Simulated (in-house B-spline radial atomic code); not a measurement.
A fraction x of an electron is removed from 2p in the potassium ion K³⁺, starting from [Ne] 3s2 3p4 and keeping the highest spin. Method: non-relativistic wB97X, spin-polarised, spherical fractional occupations, point nucleus. Calculated with a B-spline radial code for spherical atoms.

Caution: exact exchange at fractional occupations of open shells leaves self-interaction of up to several eV.

```
   x  E(x) - E(0) (eV)  2p down level (eV)
   0            0.0000            -331.391
0.04           13.2888            -333.048
0.22           73.9117            -340.553
0.29                 ?                   ?
 0.4          135.8928            -348.139
 0.5          170.9189            -352.387
0.53          181.5097            -353.666
0.69          238.6440            -360.522
0.84                 ?                   ?
0.97          341.2849            -372.655
   1          352.4842            -373.965
```

(1) What belongs in the row x = 0.29?

(2) What belongs in the row x = 0.84?

(3) Check Janak's theorem between x = 0.04 and 0.22.

Results:

(1) An energy change of 97.8533 eV; 2p down at -343.494 eV.

(2) An energy change of 293.2077 eV; 2p down at -367.001 eV.

(3) The slope of the energy is 336.79 eV; the orbital levels give 336.80 eV (-ε of the emptying orbital, averaged over the two points).
